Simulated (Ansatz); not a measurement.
Wavefunction ladder for CH₆O₃Si, SMILES `OCO[SiH2]O`

```xyz
11

O    -0.2637   -1.5178   -0.7960
C    -0.0567   -1.2531    0.5632
O    -0.4580    0.0366    0.9178
Si    0.2537    1.3656    0.2420
O    -0.1949    1.6264   -1.3114
H    -1.2127   -1.5357   -0.9552
H    -0.6169   -1.9481    1.1967
H     1.0177   -1.3893    0.7262
H     1.7258    1.1618    0.3316
H    -0.2190    2.5301    1.0123
H     0.0248    0.9236   -1.9274
```

The species carries charge 0 and has multiplicity 1. The structure was optimised at the PBE0-D4/def2-TZVP level. It is one conformer, not always the lowest. Frozen core, restricted reference, Ansatz. CBS rows extrapolate triple and quadruple zeta; past MP2 they add the triple-zeta difference.

```csv
basis,HF (Eh),MP2 corr.
def2-TZVPP,-555.10605,-1.01073
def2-QZVPP,-555.12841,-1.09030
```

Task: Estimate the CCSD correlation energy and the (T) correction in each basis where they were run (hartree).

Result: 
```
     basis  CCSD corr.       (T)
def2-TZVPP    -1.03983  -0.03708
 CBS(def2)    -1.17835     as TZ
```
